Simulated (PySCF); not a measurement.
4h-thiopyran-4-one, C₅H₄OS, SMILES O=c1ccscc1, point group C2v.

Level: PBE0/pcSseg-1 in PySCF (density fitting, grid level 2); geometry and Hessian at that level, cubic constants and property derivatives from steps of ±0.6 along each species' dimensionless normal coordinates, second-order vibrational perturbation theory. The parent has the commonest isotopes.

Equilibrium geometry (Å):

| atom | x | y | z |
| --- | --- | --- | --- |
| O1 | -0.2719 | 2.4202 | 0.0062 |
| C2 | -0.1344 | 1.2053 | -0.0017 |
| C3 | -1.2875 | 0.3016 | -0.0515 |
| C4 | -1.2221 | -1.0413 | -0.0632 |
| S5 | 0.2267 | -1.9834 | -0.0221 |
| C6 | 1.4282 | -0.7418 | 0.0328 |
| C7 | 1.1916 | 0.5817 | 0.0383 |
| H8 | -2.2623 | 0.7846 | -0.0807 |
| H9 | -2.1225 | -1.6511 | -0.1011 |
| H10 | 2.4423 | -1.1353 | 0.0642 |
| H11 | 2.0337 | 1.2701 | 0.0749 |

Question: Give the equilibrium and ground-state rotational constants (MHz) of parent; ¹³C at 3.

Answer: 
```
 species      Ae      Be      Ce      A0      B0      C0  Δ0 (u Å²)  harmonic ZPE (cm⁻¹)
  parent  5043.1  1901.1  1380.6  4999.7  1894.7  1374.2     -0.051                17012
¹³C at 3  4966.5  1898.1  1373.3  4923.9  1891.8  1366.9     -0.051                16965
```

Δ0 = Ic − Ia − Ib from the ground-state constants.

Question: How is the parent's vibrational correction B0 − Be made up?

Answer: 
```csv
axis,harmonic,Coriolis,cubic,total (MHz)
a,4.86,-5.86,-42.4,-43.5
b,1.14,-1.05,-6.42,-6.33
c,0.293,-0.139,-6.57,-6.41
```

Question: And its quartic centrifugal distortion constants from the harmonic force field?

Answer: Asymmetric top, A reduction, Ir representation: ΔJ = 0.08 kHz, ΔJK = -0.0155 kHz, ΔK = 1.28 kHz, δJ = 0.0247 kHz, δK = 0.203 kHz.

A mode lies under 250 cm⁻¹, where this perturbation treatment is rough.
